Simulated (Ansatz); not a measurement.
Relaxation of CH₄FNO₂Si (10 atoms, charge 0, multiplicity 1), to a largest force component of 0.02 eV/Å in at most 40 steps.

These are results of UKS B3LYP/STO-3G in Ansatz, not measurements.

```xyz
10
Properties=species:S:1:pos:R:3
N -0.138 -1.846 -0.194
C -0.516 -0.407 -0.146
F -1.875 -0.199 -0.190
O 0.303 0.371 -1.127
Si 0.495 1.504 0.003
O 0.144 0.237 0.980
H 0.846 -1.921 -0.151
H -0.530 -2.260 0.598
H -0.561 2.561 0.096
H 1.917 1.910 0.134
```

Problem. Where does it end, and by what steps?

Solution. The run converged. Limits of this set-up: minimal basis. After 10 steps the energy has fallen by 1.356 eV; H9 moved furthest, 0.47 Å.

| step | energy less start (eV) | largest force component (eV/Å) | accepted |
| --- | --- | --- | --- |
| 0 | 0.0000 | 5.794 | yes |
| 1 | -1.1369 | 3.229 | yes |
| 2 | -1.3190 | 0.774 | yes |
| 3 | -1.3335 | 0.683 | yes |
| 4 | -1.3487 | 0.173 | yes |
| 5 | -1.3527 | 0.099 | yes |
| 6 | -1.3557 | 0.070 | yes |
| 7 | -1.3562 | 0.022 | yes |
| 8 | -1.3563 | 0.030 | yes |
| 9 | -1.3564 | 0.027 | yes |
| 10 | -1.3564 | 0.008 | yes |

```xyz
10
Properties=species:S:1:pos:R:3
N -0.028 -1.849 -0.283
C -0.553 -0.431 -0.138
F -1.944 -0.505 -0.164
O -0.024 0.452 -1.214
Si 0.512 1.561 0.025
O -0.088 0.311 1.084
H 0.975 -1.815 0.062
H -0.529 -2.406 0.468
H -0.182 2.836 0.083
H 1.944 1.795 0.079
```

Whether the end is a true minimum wasn't checked by a vibrational analysis.

Time of the run: 56 s on 1 CPU thread of a shared host.
